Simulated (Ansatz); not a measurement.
(MgS)2 ring (Mg₂S₂). Charge 0, multiplicity 3. Geometry PBE-D4/def2-TZVP, that of the neutral singlet; atoms count from 1.

```xyz
4

Mg    0.871    0.888   -0.430
S    -1.166    0.435   -1.461
Mg   -0.871   -0.888    0.430
S     1.166   -0.435    1.461
```

At PBE0-D4/def2-TZVP a singlet of charge 0 lies 2.16 eV below the triplet at the same geometry.

(1) Estimate the Mulliken populations from the PBE0/def2-TZVP orbitals of Ansatz.

(2) Where does the spin sit?

(3) And the Mayer bond orders between bonded heavy atoms (over 0.3)?

Answers

(1) 
| atom | charge (e) | spin (α − β) |
| --- | --- | --- |
| Mg1 | 0.49 | 0.45 |
| S2 | -0.49 | 0.55 |
| Mg3 | 0.49 | 0.45 |
| S4 | -0.49 | 0.55 |
Mulliken values and Mayer orders depend strongly on the basis.

(2) Summed by element: Mg 0.91, S 1.09, of 2 unpaired in all. Largest on single atoms: S2 0.55, S4 0.55, Mg1 0.45.

(3) Mg1–S2 0.78 (2.33 Å); Mg1–S4 0.78 (2.33 Å); S2–Mg3 0.78 (2.33 Å); Mg3–S4 0.78 (2.33 Å). Values over 0.3 also appear between atoms too far apart for a bond (S2–S4 0.34 at 3.84 Å); they arise where an orbital or an unpaired electron spreads over both atoms.
